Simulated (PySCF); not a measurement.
Multinuclear NMR of C7H5FO2

Structure with atom numbers: `[O:1]=[C:2]([OH:3])[c:4]1[cH:5][cH:6][cH:7][c:8]([F:9])[cH:10]1` (H(Xn): hydrogen on atom n).

[PySCF: shieldings: GIAO B97-2/pcSseg-2; coordinates at the PBE0-D3(BJ)/def2-TZVP level; in vacuum; non-relativistic; one conformer]

Q: Predict the ¹⁹F NMR data.

A: 
```json
{"atoms": "F9", "environment": "aryl fluorine", "σ (ppm)": "291.6", "δ (ppm)": "-113.4"}
```

Shieldings were converted by a linear fit to measured shifts: ¹⁹F (scatter 4.2 ppm rms, 5.7 ppm with the 8 outliers that the fit left out vs CFCl3, solution or neat liquid, with a term for F on sp3 carbon). A few per cent of atoms miss by over 2 rms, more outside the fitted compound classes.

On a 500 MHz spectrometer ¹⁹F resonates near 470.5 MHz, so 1 ppm is 470.5 Hz.

Q: What are the ¹⁷O shifts?

A: 
```
atoms           environment  σ (ppm)  δ (ppm)
   O1       carbonyl oxygen    -66.7    337.2
   O3  acid hydroxyl oxygen    133.3    147.8
```

Shieldings were converted by a linear fit to measured shifts: ¹⁷O: δ = 274.03 − 0.947σ (rms 12.2 ppm, 99 shifts vs liquid water, solution or neat liquid). A few per cent of atoms miss by over 2 rms, more outside the fitted compound classes.

On a 400 MHz spectrometer ¹⁷O resonates near 54.2 MHz, so 1 ppm is 54.2 Hz.

In solution the two oxygens of a carboxylic acid exchange roles by proton transfer and give one 17O line. Hydrogen bonding in solution shields acid and N–H amide carbonyl oxygens by tens of ppm.
